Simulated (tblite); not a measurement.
Compound: C₆H₁₀NO (doublet state).
Numbering: `[CH2:1]=[CH:2][C:3]([CH3:4])([CH3:5])[N:6][CH:7]=[O:8]` (hydrogens: H9, H10 on C1; H11 on C2; H12, H13, H14 on C4; H15, H16, H17 on C5; H18 on C7)
Bond orders are those of one Lewis drawing.

Computed with GFN2-xTB (tblite), gas phase: L-BFGS steps from a force-field or distance-geometry start until the largest atomic force falls under 0.01 eV/Å.

Step 10: E = -675.8052 eV
```
atom  x, y, z in Å  |  force x, y, z in eV/Å
C1     -1.8795    0.9843    0.5717    0.045  -0.052   0.011
C2     -0.9325    0.1123    0.8625   -0.007   0.077  -0.001
C3      0.1713   -0.3765   -0.0519   -0.092   0.013  -0.053
C4     -0.0215   -1.8944   -0.2248    0.008   0.017   0.002
C5      0.1939    0.2712   -1.4389   -0.003   0.005   0.003
N6      1.4184   -0.1532    0.6002    0.019   0.059   0.005
C7      1.9206    0.9767    0.9252   -0.021   0.004   0.007
O8      2.9566    1.3485    1.4274    0.034  -0.049   0.027
H9     -2.6012    1.2764    1.3174    0.006   0.016  -0.041
H10    -1.9906    1.4363   -0.3997    0.008  -0.027   0.018
H11    -0.8548   -0.3054    1.8574   -0.058   0.006   0.016
H12    -0.9768   -2.0676   -0.7138    0.022  -0.063   0.019
H13    -0.0159   -2.3914    0.7396    0.019  -0.008   0.038
H14     0.7779   -2.3008   -0.8363    0.027  -0.019  -0.003
H15     1.0537   -0.1125   -1.9835   -0.032   0.028  -0.067
H16    -0.7122    0.0389   -1.9928    0.027   0.030   0.018
H17     0.3067    1.3506   -1.3452   -0.056   0.001  -0.043
H18     1.1770    1.8131    0.6738    0.055  -0.039   0.045
```

Step 11: E = -675.8065 eV
```
atom  x, y, z in Å  |  force x, y, z in eV/Å
C1     -1.8799    0.9832    0.5710    0.025  -0.008   0.004
C2     -0.9311    0.1145    0.8626   -0.021   0.022   0.012
C3      0.1702   -0.3769   -0.0527   -0.050   0.043  -0.033
C4     -0.0207   -1.8942   -0.2245    0.013   0.008   0.014
C5      0.1926    0.2708   -1.4383   -0.005   0.025  -0.033
N6      1.4187   -0.1526    0.5984    0.001   0.060  -0.001
C7      1.9218    0.9760    0.9262   -0.044   0.013  -0.003
O8      2.9587    1.3434    1.4294    0.020  -0.032   0.021
H9     -2.6015    1.2783    1.3160    0.011   0.005  -0.042
H10    -1.9899    1.4351   -0.4005    0.005  -0.024   0.013
H11    -0.8563   -0.3064    1.8562   -0.047   0.014   0.023
H12    -0.9756   -2.0705   -0.7124    0.010  -0.060   0.009
H13    -0.0140   -2.3892    0.7406    0.020  -0.018   0.046
H14     0.7794   -2.3001   -0.8351    0.029  -0.020  -0.007
H15     1.0511   -0.1117   -1.9850   -0.016   0.026  -0.063
H16    -0.7123    0.0408   -1.9936   -0.005   0.008   0.012
H17     0.3029    1.3501   -1.3456   -0.039   0.017  -0.032
H18     1.1771    1.8159    0.6757    0.094  -0.079   0.058
```

**Question.** Estimate the geometry and energy of step 12. (The exact step hangs on the optimiser's Hessian estimate; all steps are aligned on step 11, rigid shifts and turns removed.)

**Answer.** E = -675.8082 eV, largest force 0.158 eV/Å
```
atom  x, y, z in Å  |  force x, y, z in eV/Å
C1     -1.8803    0.9821    0.5698    0.020   0.027   0.002
C2     -0.9293    0.1173    0.8629   -0.061  -0.031   0.011
C3      0.1676   -0.3765   -0.0544    0.029   0.059   0.005
C4     -0.0193   -1.8939   -0.2237    0.019  -0.011   0.027
C5      0.1902    0.2707   -1.4382   -0.010   0.047  -0.071
N6      1.4184   -0.1508    0.5949   -0.028   0.031  -0.012
C7      1.9231    0.9754    0.9277   -0.034   0.013   0.000
O8      2.9620    1.3352    1.4328   -0.001  -0.012   0.012
H9     -2.6014    1.2812    1.3128    0.000  -0.002  -0.024
H10    -1.9889    1.4329   -0.4016    0.001  -0.010  -0.013
H11    -0.8591   -0.3078    1.8547   -0.027   0.022   0.037
H12    -0.9735   -2.0757   -0.7101    0.001  -0.053   0.002
H13    -0.0106   -2.3861    0.7432    0.021  -0.020   0.039
H14     0.7823   -2.2993   -0.8334    0.020  -0.013   0.000
H15     1.0469   -0.1103   -1.9881    0.005   0.024  -0.053
H16    -0.7130    0.0437   -1.9948   -0.057  -0.022  -0.004
H17     0.2965    1.3497   -1.3462   -0.012   0.044  -0.022
H18     1.1796    1.8183    0.6801    0.113  -0.090   0.065
```

The energy changes by -0.0017 eV. The first-order estimate −F·Δx gives -0.0024 eV and the mean of the old and new forces, exact on a quadratic surface, -0.0017 eV. The step makes an angle of 59° with the force vector and moves no atom by more than 0.009 Å.

The cost below is that of the whole relaxation. Time: 0.75 s of wall time. Hardware: Arm Neoverse N1, one thread, shared host with 64 logical CPUs at a one-minute load of 62.
